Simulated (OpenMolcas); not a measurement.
**Fe5+: the spin-orbit constant, Racah parameters, worked from levels**

```yaml
Program: OpenMolcas 26.06
Basis: ANO-RCC-VQZP [7s6p4d3f2g1h]
Scalar_Hamiltonian: DKH2, point nucleus
Active_space: 3 electrons in 5 orbitals (3d)
State_averaging: 2S+1 = 4 even, 10 roots; 2S+1 = 2 even, 40 roots
Spin-orbit_coupling: RASSI with atomic mean-field integrals over the reference wave functions, term energies averaged over their components
```

Methods: CASSCF; MS-CASPT2, IPEA 0.25 Eh, imaginary shift 0.1 Eh (closed shells correlated: 3s 3p). Measured levels: Corliss and Sugar, J. Phys. Chem. Ref. Data 11, 135 (1982).

**The spin-orbit constant.** For the Hund term ⁴F of d3, E(J) = (A/2) J(J+1) + constant and ζ = 2S·A = 3A. From J = 3/2 to J = 9/2 the energy changes by 10.5 A.

| Source | E(9/2) - E(3/2) | A | ζ |
| --- | --- | --- | --- |
| CASSCF | 2071.7 | 197.3 | 592 |
| MS-CASPT2 | 2074.7 | 197.6 | 593 |
| measured | 2000.6 | 190.5 | 572 |

All in cm-1. MS-CASPT2 is off by +3.7 % and CASSCF by +3.6 %. Both methods take the spin-orbit matrix elements from the reference wave functions, so the second can move ζ only through the term energies and any multistate remixing. Second-order mixing with other terms is absorbed into this ζ.

**Racah parameters.** Above ⁴F, d3 has ⁴P at 15B, ²G at 4B + 3C and ²H at 9B + 3C. The first two fix B and C, and the third tests them; where it misses by thousands of cm-1, two parameters do not describe the configuration (Trees and configuration-interaction terms are left out) and B and C hang on the terms chosen. Term energies are centres of gravity, weighted by 2J + 1.

```json
{"Source": "CASSCF", "⁴P": "22453", "²G": "23051", "B": "1497", "C": "5688", "C/B": "3.80", "²H from B, C": "30537", "²H found": "30595"}
{"Source": "MS-CASPT2", "⁴P": "18896", "²G": "20088", "B": "1260", "C": "5016", "C/B": "3.98", "²H from B, C": "26388", "²H found": "28338"}
{"Source": "measured", "⁴P": "18079", "²G": "19841", "B": "1205", "C": "5007", "C/B": "4.16", "²H from B, C": "25866", "²H found": "27822"}
```

Energies in cm-1. From CASSCF to MS-CASPT2, B changes by -15.8 % and C by -11.8 %. Against the measured terms, MS-CASPT2 has B off by +4.6 % and C by +0.2 %.

CASPT2 does not keep the components of a term degenerate, so their means are used; among the terms shown or strongly mixed into the levels shown the widest spread is 760 cm-1 (3d³ ⁴F, MS-CASPT2). Without dynamic correlation excited terms often stand tens of per cent too high (terms of higher spin than the ground term too low), and those without a measured partner can miss by more than the paired ones (holds for CASSCF). Computed and measured levels are paired by configuration, term and J; levels that our copy of the source lacks, or whose pairing is in doubt (as where it misses far off the trend of its configuration), stay unpaired and out of the deviations. Levels of configurations outside the active space are missing.
